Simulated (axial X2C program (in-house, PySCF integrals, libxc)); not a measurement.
# Worked dissociation energy of GaMo: CCSD(T), without spin–orbit coupling

Calculated with an axial X2C code built on PySCF integrals. Spin-free means the one-electron spin-free X2C Hamiltonian. Basis: Mo dyall-cv3z [11s12p9d5f3g], Ga dyall-cv3z [9s9p7d4f1g] (cores contracted in-house); Gaussian nuclei, density fitting, unrestricted open shells. Masses: Mo 97.905 u, Ga 68.926 u.

Molecular state: M_S = 5/2, Λ = 0 (beyond evenly filled blocks: σα, π+α, π-α, δ+α, δ-α).

Correlated methods: 9 electrons correlated (number of frozen shells: Mo 4 s, 3 p, 1 d; Ga 3 s, 2 p, 1 d), 355 virtual spin orbitals or spinors in MP2, 90 natural virtuals in coupled cluster.

- E(Mo) (2M_S = 6, M_L = 0): -4046.333373 hartree
- E(Ga) (2M_S = 1, M_L = 0): -1942.280318 hartree
- E(GaMo) at Re: -5988.653244 hartree
- ωe: 156.3 cm⁻¹
- ωexe: 0.628 cm⁻¹

(1) Work out De and D0.

The state is one determinant whose occupation by symmetry is held fixed; it was picked as the lowest of a PBE0 search that is not exhaustive. De is counted from the lowest determinant-based energies of the atoms at the same level, without counterpoise correction. CCSD and (T) use frozen natural virtuals with an MP2 correction for the truncation; (T) itself is uncorrected, so its De runs slightly low. Other states lie close and PBE0, whose exact exchange favours high spin, may order them wrongly; the determinant shown need not be the ground state. The nearest other spin-free determinant of the search, M_S = 5/2, Λ = 1, lies 0.46 eV up at the distance of the search. The determinant is spin-polarised beyond a pure state at some levels (its spin-free form has ⟨S²⟩ too high), which makes Re and μ there less reliable. The T1 diagnostic is large, a sign of multireference character. With the outer-core shells frozen, correlated bond lengths of heavy atoms tend to come out a few hundredths of an ångström too long. Spin-free De lacks the spin–orbit lowering of the heavy p-block atom, a tenth of an eV or more for 4p and 5p, up to an eV for 6p and one to two eV for 7p atoms, less what an open-shell molecule gains itself.

Each atomic determinant is the lowest at this level and need not be a pure term. Totals compare only within one Hamiltonian and basis.

Results:

(1) De = -4046.333373 + (-1942.280318) − (-5988.653244) = 0.03955 hartree = 1.076 eV. The zero-point energy is ωe/2 − ωexe/4 = 78 cm⁻¹ = 0.010 eV, so D0 = 1.067 eV.
